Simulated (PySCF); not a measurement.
These 2 structures share the formula C2H6OSSi. Level of theory: PBE0-D3(BJ)/def2-SVP geometry optimisation, gas phase in PySCF 2.14.0. One conformer each; no zero-point energy, no entropy. No frequencies were run at this level. Point groups hold within 0.08 Å.

Question: Rank from lowest to highest electronic energy at this level (kcal/mol).
A. `[CH3:1][C:2](=[S:3])[SiH2:4][OH:5]` with C1–C2–Si4–O5 177°, C2–Si4–O5–H 3°
B. `[CH3:1][C:2](=[S:3])[O:4][SiH3:5]` with C1–C2–O4–Si5 -179°

Answer: B (0.0), A (2.9).

As drawn, the higher has an O–H bond and an Si–C bond, which the lower lacks.

```csv
SMILES,E (Eh),E rel (kcal/mol),dipole (D),point group,"A, B, C (MHz)"
CC(=S)O[SiH3],-841.99349,0.0,1.66,near Cs,"4812, 2373, 1638"
CC(=S)[SiH2]O,-841.98890,2.9,2.44,near Cs,"4231, 2481, 1610"
```

How do the relative energies change in single points at KT3/pcSseg-2 (no added dispersion term) on the same geometries?

```
       SMILES  PBE0-D3(BJ)/def2-SVP (kcal/mol)  KT3/pcSseg-2 (kcal/mol)  shift
CC(=S)O[SiH3]                              0.0                      1.5   +1.5
CC(=S)[SiH2]O                              2.9                      0.0   -2.9
```

Each column counts from its own lowest isomer. CC(=S)[SiH2]O becomes the lowest; the largest shift is 2.9 kcal/mol.

As an exercise, what shares would exp(−E/RT) give at 500 K from these electronic energies alone (no entropy, no degeneracies)?

RT = 0.994 kcal/mol: CC(=S)O[SiH3] 94.8 %, CC(=S)[SiH2]O 5.2 %.
